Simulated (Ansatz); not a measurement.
HFSi, SMILES `F[SiH]` (lower singlet) (charge 0, multiplicity 1). This singlet lies 1.68 eV below the relaxed triplet at the level composite: frozen-core CCSD(T) with HF/cc-pVQZ and the correlation energy extrapolated as X^-3 from cc-pVTZ and cc-pVQZ, plus CCSDT(Q) minus CCSD(T) in cc-pVDZ // PBE0-D3(BJ)/def2-TZVP (Ansatz, an electronic-structure program).

The numbers are results of frozen-core CCSDTQ/cc-pVDZ // PBE0-D3(BJ)/def2-TZVP run with Ansatz, not measurements.

Ansatz 0.2 input:
```yaml
crystal:
  periodic: [false, false, false]
  atoms:
    - { symbol: F, position_ang: [1.206373, -0.292774, -0.000004] }
    - { symbol: Si, position_ang: [-0.065497, 0.69805, -0.000001] }
    - { symbol: H, position_ang: [-1.140876, -0.405276, 0.000004] }
basis:
  gaussian: { orbitals: cc-pVDZ }
correlation:
  method: ccsdtq
```

Output:

```
Functional definition: HF
658 factors; integrals over basis functions are off by at most 1.7e-7 eV
mean field evaluation 1: about -10582.6019 eV, gradient 2.4e1 eV
mean field evaluation 2: about -10582.6056 eV, gradient 2.4e1 eV
mean field evaluation 4: about -10583.7911 eV, gradient 1.3e0 eV
mean field evaluation 8: about -10583.8021 eV, gradient 8.0e-4 eV
mean field evaluation 16: about -10583.8020 eV, gradient 7.5e-2 eV
mean field -10583.80210266 eV, -388.9475533139 hartree, gradient 1.9e-6 eV, S^2 0.000000; 0 other end points of the search recorded, 0 dependent functions left out; unrestricted orbitals would lower it
6 core orbitals not correlated
reference -10583.80210266 eV, -388.9475533139 hartree; 6, 6 occupied and 25, 25 virtual orbitals, 658 factors
second order -7.33034505 eV of doubles, -0.00000000 eV of singles
cycle   1  -7.57172051 eV  change   -2.4e-1 eV  update   9.1e-2
cycle   2  -7.90124388 eV  change   -3.3e-1 eV  update   4.9e-2
cycle   3  -8.09159992 eV  change   -1.9e-1 eV  update   2.8e-2
cycle   4  -8.08524475 eV  change    6.4e-3 eV  update   1.0e-2
cycle   5  -8.07872965 eV  change    6.5e-3 eV  update   6.4e-3
cycle   6  -8.08460286 eV  change   -5.9e-3 eV  update   3.3e-3
cycle   7  -8.08543124 eV  change   -8.3e-4 eV  update   2.1e-3
cycle   8  -8.08399760 eV  change    1.4e-3 eV  update   1.3e-3
cycle   9  -8.08371571 eV  change    2.8e-4 eV  update   7.4e-4
cycle  10  -8.08430772 eV  change   -5.9e-4 eV  update   3.3e-4
cycle  11  -8.08409803 eV  change    2.1e-4 eV  update   1.8e-4
cycle  12  -8.08410452 eV  change   -6.5e-6 eV  update   1.1e-4
cycle  13  -8.08410774 eV  change   -3.2e-6 eV  update   5.6e-5
cycle  14  -8.08410218 eV  change    5.6e-6 eV  update   2.0e-5
cycle  15  -8.08409612 eV  change    6.1e-6 eV  update   1.2e-5
cycle  16  -8.08409523 eV  change    8.9e-7 eV  update   2.8e-6
cycle  17  -8.08409539 eV  change   -1.6e-7 eV  update   2.6e-6
cycle  18  -8.08409564 eV  change   -2.5e-7 eV  update   1.1e-6
Total energy: -10591.88619829 eV, -389.2446383489 hartree
```
